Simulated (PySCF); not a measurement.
**Radial density of Pb⁺ (lead, charge +1)**

r2SCAN0, [Xe] 4f14 5d10 6s2 6p1, 2P determinant. All numbers are calculated (PySCF 2.14, scalar relativity by spin-free X2C-1e, in x2c-TZVPPall with one added diffuse shell each of s, p, d, f type (12s8p7d4f, 99 functions)).

```json
{"r (bohr)": "0.0129", "4πr²ρ (e/bohr)": "113.8", "4πr²(ρα − ρβ)": "0.0020"}
{"r (bohr)": "0.0216", "4πr²ρ (e/bohr)": "101.1", "4πr²(ρα − ρβ)": "0.0061"}
{"r (bohr)": "0.0364", "4πr²ρ (e/bohr)": "138.4", "4πr²(ρα − ρβ)": "0.0079"}
{"r (bohr)": "0.0612", "4πr²ρ (e/bohr)": "145.1", "4πr²(ρα − ρβ)": "-0.0014"}
{"r (bohr)": "0.103", "4πr²ρ (e/bohr)": "126.8", "4πr²(ρα − ρβ)": "0.0063"}
{"r (bohr)": "0.173", "4πr²ρ (e/bohr)": "125.7", "4πr²(ρα − ρβ)": "0.0039"}
{"r (bohr)": "0.291", "4πr²ρ (e/bohr)": "88.13", "4πr²(ρα − ρβ)": "0.0211"}
{"r (bohr)": "0.489", "4πr²ρ (e/bohr)": "65.59", "4πr²(ρα − ρβ)": "-0.0006"}
{"r (bohr)": "0.823", "4πr²ρ (e/bohr)": "25.83", "4πr²(ρα − ρβ)": "0.0567"}
{"r (bohr)": "1.38", "4πr²ρ (e/bohr)": "11.30", "4πr²(ρα − ρβ)": "0.0148"}
{"r (bohr)": "2.33", "4πr²ρ (e/bohr)": "2.567", "4πr²(ρα − ρβ)": "0.4314"}
{"r (bohr)": "3.92", "4πr²ρ (e/bohr)": "0.3204", "4πr²(ρα − ρβ)": "0.1962"}
{"r (bohr)": "6.59", "4πr²ρ (e/bohr)": "0.01090", "4πr²(ρα − ρβ)": "0.0102"}
{"r (bohr)": "11.1", "4πr²ρ (e/bohr)": "2.383e-05", "4πr²(ρα − ρβ)": "0.0000"}
```

Densities and radii are taken from the X2C orbitals without a picture-change correction, which distorts them close to the nucleus.

Spin-orbit coupling, absent here, splits the open shell strongly.
